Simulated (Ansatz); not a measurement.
Dissociation curve of NaF, singlet.

Levels: UKS-CAM-B3LYP = unrestricted CAM-B3LYP/def2-SVP (Ansatz, a program for electronic structure); FCI = Ansatz with full CI/def2-SVP, frozen core.

Energies relative to the lowest point of each curve near equilibrium, in eV:

```csv
R / Å,UKS-CAM-B3LYP
1.83,0.014
1.86,0.000
1.92,0.012
1.96,0.044
2.41,0.951
2.59,1.377
2.87,2.001
3.47,3.068
4.80,4.038
5.12,4.140
5.74,4.274
6.70,4.386
```

Problem. Estimate the FCI values at these points.

Solution. 1.83: 0.035; 1.86: 0.009; 1.92: 0.000; 1.96: 0.020; 2.41: 0.846; 2.59: 1.259; 2.87: 1.874; 3.47: 2.990; 4.80: 4.204; 5.12: 4.253; 5.74: 4.284; 6.70: 4.292 (eV).

The unrestricted determinant behind UKS-CAM-B3LYP is spin-contaminated at 3.47 to 7.65 Å (<S²> up to 0.8, against 0.00 for a pure singlet).
